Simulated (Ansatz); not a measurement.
All numbers were calculated with Ansatz.

Basis-set series for C$_{2}$H$_{6}$N$_{2}$Si (`C=C1N[SiH]1N`). Total charge 0; spin multiplicity 1. Geometry: relaxed with PBE0-D4/def2-TZVP. It is one conformer, not always the lowest.

Cartesian coordinates in Å:
```
C 0.411 2.052 0.702
C 0.243 0.754 0.477
N -0.387 -0.306 1.157
Si 0.328 -0.891 -0.267
N -0.597 -1.463 -1.558
H 0.953 2.663 -0.007
H 0.015 2.537 1.590
H -0.741 -0.323 2.100
H 1.535 -1.742 -0.203
H -1.452 -1.036 -1.869
H -0.309 -2.243 -2.122
```

```csv
functional,basis,functions,energy (Eh),HOMO (eV),LUMO (eV)
PBE0-D4,def2-TZVPP,250,-478.55116,-5.77,0.48
PBE0-D4,def2-QZVPP,478,-478.57263,-5.81,0.25
ωB97M-V,def2-TZVPP,250,-478.79272,-7.94,2.11
ωB97M-V,def2-QZVPP,478,-478.81270,-7.98,1.60
```

Question: Give the rows for def2-SVP. (Estimate.)

Answer: The calculation gave: 
| functional | basis | functions | energy (Eh) | HOMO (eV) | LUMO (eV) |
| --- | --- | --- | --- | --- | --- |
| PBE0-D4 | def2-SVP | 104 | -478.22409 | -5.59 | 1.05 |
| ωB97M-V | def2-SVP | 104 | -478.45702 | -7.77 | 2.98 |

Positive LUMOs are unbound and depend on the basis.
